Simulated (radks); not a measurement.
Mo4+, configuration [Kr] 4d2.

All-electron calculation, Dirac Kohn-Sham, PBE, spin-unpolarised, spherical densities, finite nucleus; open shells fill j = l - 1/2 first; Fermi nuclear charge, rms radius 4.4091 fm. Program: a radial shooting solver on a logarithmic mesh with Libxc functionals.

Energy parts (hartree):
part                       energy
total                 -4045.90365
kinetic                4195.45699
electron-nucleus      -9708.14365
Hartree                1589.02003
exchange-correlation   -122.23701

Orbitals (lengths in bohr, moments of r in powers of bohr; r(max) is where P^2 peaks; r(90%) holds 90 % of the orbital's charge):
| orbital | occ. | eigenvalue (hartree) | <r> | r(90%) | <r^4> | r(max) | small-component weight |
|---|---|---|---|---|---|---|---|
| 1s1/2 | 2 | -729.8862 | 0.03517 | 0.0630 | 7.209e-06 | 0.02287 | 2.35e-02 |
| 2s1/2 | 2 | -104.6189 | 0.1534 | 0.237 | 0.001334 | 0.1297 | 4.81e-03 |
| 2p1/2 | 2 | -96.38698 | 0.1308 | 0.214 | 0.0008860 | 0.1009 | 4.82e-03 |
| 2p3/2 | 4 | -92.47122 | 0.1353 | 0.220 | 0.0009920 | 0.1048 | 4.66e-03 |
| 3s1/2 | 2 | -19.29154 | 0.4285 | 0.633 | 0.06869 | 0.3837 | 1.28e-03 |
| 3p1/2 | 2 | -16.15968 | 0.4232 | 0.640 | 0.07115 | 0.3709 | 1.23e-03 |
| 3p3/2 | 4 | -15.51436 | 0.4337 | 0.655 | 0.07818 | 0.3802 | 1.19e-03 |
| 3d3/2 | 4 | -9.98092 | 0.4129 | 0.660 | 0.08155 | 0.3209 | 1.07e-03 |
| 3d5/2 | 6 | -9.85864 | 0.4163 | 0.665 | 0.08407 | 0.3236 | 1.06e-03 |
| 4s1/2 | 2 | -4.08628 | 1.088 | 1.58 | 2.655 | 0.9836 | 3.00e-04 |
| 4p1/2 | 2 | -3.17523 | 1.176 | 1.73 | 3.806 | 1.043 | 2.57e-04 |
| 4p3/2 | 4 | -3.07719 | 1.202 | 1.76 | 4.148 | 1.067 | 2.48e-04 |
| 4d3/2 | 2 | -1.70683 | 1.513 | 2.31 | 11.85 | 1.269 | 1.60e-04 |
| 4d5/2 | 0 | -1.69491 | 1.523 | 2.32 | 12.15 | 1.277 | 1.58e-04 |

The highest occupied level is 4d3/2 at -46.445 eV. Summed over all electrons, <r^2> = 21.70 bohr^2, which gives a Langevin (diamagnetic) susceptibility term of -17.2 x 10^-6 cm^3/mol. The density falls to 0.001 e/bohr^3 at r = 3.03 bohr. For comparison, the ionisation energy in NIST's Atomic Spectra Database is 54.42 eV (semi-empirical). In exact Kohn-Sham theory the highest level is minus the ionisation energy, but local and semilocal functionals leave it too shallow, through self-interaction and a potential that decays too fast; potentials with the right tail come closer. The electron density at the nucleus is 9.087e+04 e/bohr^3.

Beside tabulated values, note that spin-unpolarised runs miss the spin-polarisation part of the exchange energy of open shells.
